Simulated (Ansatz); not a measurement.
Geometry optimisation, RKS r2SCAN-D4/def2-SVP in Ansatz 0.2.0.

Input file:

```yaml
crystal:
  periodic: [false, false, false]
  atoms:
    - { symbol: B, position_ang: [-0.066679, -0.541122, -0.36745] }
    - { symbol: C, position_ang: [-0.020119, -0.046367, 2.390786] }
    - { symbol: H, position_ang: [-0.974538, 0.036302, 2.92661] }
    - { symbol: H, position_ang: [0.791791, -0.290725, 3.089772] }
    - { symbol: H, position_ang: [0.202995, 0.897589, 1.876234] }
    - { symbol: H, position_ang: [1.045685, -0.10152, -0.391956] }
    - { symbol: H, position_ang: [-1.080515, 0.094496, -0.373409] }
    - { symbol: Br, position_ang: [-0.252482, -2.524729, -0.536653] }
    - { symbol: H, position_ang: [-0.103738, -0.883225, 1.668367] }
basis:
  gaussian: { orbitals: def2-SVP }
hamiltonian:
  xc: r2scan
  dispersion: d4
relax:
  f_tol: 0.03
  max_steps: 50
```

Command:

```bash
$ ansatz run input.yaml --threads 2 --pin off --max-ram 3072MiB --backend cpu --events-out ev --progress --plain --runs-dir out
```

Problem. Where does it end, and by what steps?

Solution. It converged. The force dipped under the threshold on the way, but the program's further checks kept it going. After 9 steps the energy has fallen by 0.132 eV; H9 moved furthest, 0.53 Å.

| step | energy less start (eV) | largest force component (eV/Å) | accepted |
| --- | --- | --- | --- |
| 0 | 0.0000 | 1.320 | yes |
| 1 | -0.0867 | 0.651 | yes |
| 2 | -0.1193 | 0.281 | yes |
| 3 | -0.1264 | 0.232 | yes |
| 4 | -0.1301 | 0.043 | yes |
| 5 | -0.1311 | 0.023 | yes |
| 6 | -0.1314 | 0.022 | yes |
| 7 | -0.1315 | 0.027 | yes |
| 8 | -0.1312 | 0.079 | no |
| 9 | -0.1317 | 0.011 | yes |

```xyz
9
Properties=species:S:1:pos:R:3
B -0.080 -0.589 -0.693
C -0.012 -0.046 2.628
H -0.978 0.183 3.098
H 0.780 -0.037 3.388
H 0.210 0.712 1.865
H 1.032 -0.135 -0.691
H -1.081 0.071 -0.629
Br -0.269 -2.474 -0.850
H -0.059 -1.043 2.167
```

Whether the end is a true minimum wasn't checked by a vibrational analysis.

Time of the run: 14 s on 2 threads of Intel(R) Xeon(R) Platinum 8488C (Sapphire Rapids), with other jobs on the host, peak memory 0.16 GiB.
